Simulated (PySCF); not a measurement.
**Dipole polarisabilities along group 6, charge +2**

Calculated with PySCF 2.14 for the ground configurations, without spin-orbit coupling: coupled response for Hartree-Fock and DFT. Mean α in bohr³, C₆ of like pairs in atomic units.

```csv
species,α UHF,α PBE,α PBE0,C₆ UHF,C₆ PBE,C₆ PBE0
"Cr²⁺ [Ar] 3d4 (def2-QZVPPD, non-relativistic)",3.469,4.282,3.979,10.32,12.70,11.83
"Mo²⁺ [Kr] 4d4 (def2-QZVPPD with the def2 core potential (28 electrons), ECP)",9.075,10.36,9.861,48.31,55.65,52.85
"W²⁺ [Xe] 4f14 5d4 (def2-QZVPPD with the def2 core potential (60 electrons), ECP)",12.25,13.76,13.10,72.62,82.35,78.18
```
